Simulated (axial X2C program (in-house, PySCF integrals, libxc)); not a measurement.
# SeF⁻: cheaper levels and CCSD(T), two-component

Computed with an axial X2C code built on PySCF integrals. Two-component (2c) means X2C with spin–orbit coupling and atomic mean-field two-electron Coulomb and Gaunt terms. Basis: Se dyall-acv3z [9s10p7d5f1g], F dyall-av3z [7s6p3d2f] (cores contracted in-house); Gaussian nuclei, density fitting, unrestricted open shells. Masses: Se 79.917 u, F 18.998 u.

State: Ω = 0 (closed shell); fragments Se + F-.

```tsv
level	Re (Å)	ωe (cm⁻¹)	De (eV)
PBE0	1.844	551.8	2.42
HF	1.813	585.9	n/a
MP2	1.851	552.2	2.12
CCSD	1.848	551.1	2.19
TPSS	1.871	523.1	n/a
```

Correlated methods: 14 electrons correlated (number of frozen shells: Se 3 s, 2 p, 1 d; F 1 s), 242 virtual spin orbitals or spinors in MP2, 90 natural virtuals in coupled cluster.

CCSD(T), same Hamiltonian and basis:

Re = 1.858 Å, ωe = 536.5 cm⁻¹; T1 = 0.014 (Lee–Taylor normalisation).

**Question.** Give the differences from CCSD(T) in the columns below.

**Answer.** 

| level | ΔRe (Å) | Δωe (cm⁻¹) |
| --- | --- | --- |
| PBE0 | -0.014 | 15 |
| HF | -0.045 | 49 |
| MP2 | -0.007 | 16 |
| CCSD | -0.010 | 15 |
| TPSS | 0.013 | -13 |

The state is a single determinant with fixed occupations, the lowest that a limited PBE0 search found. Closed shells are restricted here (equal orbitals for both partners); the stretched side of such a curve lies too high. Dissociation energies refer to the lowest single-determinant-based atoms at the same level and basis. De is not given where an atomic determinant may have missed its ground term or J level, or where the truncated virtual space spoils (T). Coupled cluster ran in a truncated set of natural virtual spinors; the MP2 energy of the rest was added. (T) has no such correction and the atoms are truncated less, which lowers De at CCSD(T) by a hundredth of an eV or more. The functionals have no current-density term, which raises determinants with orbital currents, atoms included. The highest occupied level of some functionals is positive through self-interaction error; at Hartree–Fock it is bound.
